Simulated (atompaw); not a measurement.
**Before and after: PAW (atompaw) potential for arsenic**

arsenic (As), PAW, made with atompaw 4.2.0.5 (PBE, scalar-relativistic). Core [Ar] 3d10, reference 4s2 4p3. Waves: 4s (bound): rc 2.35 bohr; 4s channel at -0.1 Ry: rc 1.75 bohr; 4p (bound): rc 2.35 bohr; 4p channel at 0.3 Ry: rc 2.35 bohr; 4d channel at 0.15 Ry: rc 2.35 bohr; 4d channel at 2.05 Ry: rc 2.35 bohr. Local part: troulliermartins scheme with l = 3 at 0.5 Ry, radius 2.25 bohr. Core correction: smooth core density matched at 1.90 bohr. Augmentation charge: sinc compensation charge, radius 2.15 bohr; PAW radius 2.35 bohr; waves and projectors: custom rrkj gramschmidtortho.

All-electron outer shells of the reference configuration (PBE, scalar-relativistic, ld1.x):

```
shell  level (eV)  outermost node (bohr)  outermost maximum (bohr)
   3p     -133.68                   0.22                      0.52
   3d      -40.65                      –                      0.47
   4s      -14.49                   0.73                      1.61
   4p       -5.19                   0.78                      2.00
```

Change: augmentation sinc compensation charge, radius 2.15 bohr; PAW radius 2.35 bohr; waves and projectors: custom polynom2 7 10 vanderbiltortho.

Cutoffs: the cutoffs (Ry, on a coarse ladder) from which the occupation-weighted sum of valence levels, in a spherical-Bessel basis at the reference potential, stays within 10 and 1 mRy of its value at 400 Ry; they do not see the model core or the augmentation charge, which bear on the density cutoff.

Q: What does the change do?

A: The potential gets harder (10 Ry and 15 Ry → 12 Ry and 18 Ry); a bound ghost appears in s, which as a rule spoils a file.

| quantity | base | changed |
| --- | --- | --- |
| cutoff, loose | 10 Ry | 12 Ry |
| cutoff, tight | 15 Ry | 18 Ry |
| loose cutoff by channel (10 mRy a level) | s 6 Ry, p 8 Ry | s 12 Ry, p 6 Ry |
| bound ghosts | none | s |
| s: phases at 2.37 bohr within 0.05 rad from the reference energy up to (Ry; the scan ends near 5) | 2.8 | 3.2 |
| p: phases at 2.37 bohr within 0.05 rad from the reference energy up to (Ry; the scan ends near 5) | 4.0 | 4.5 |
| d: phases at 2.37 bohr within 0.05 rad from the reference energy up to (Ry; the scan ends near 5) | to the end of the scan | 4.6 |
| lowest overlap eigenvalue by channel | s 0.53, p 0.73, d 0.98 | s 0.71, p 0.93, d 1.00 |

 A true bound ghost makes a file unfit for plane-wave use even where its test errors are small: the radial tests pick states by their node count and pass the ghost by. The cutoffs see the waves, projectors and local potential, not the compensation charge or the core.
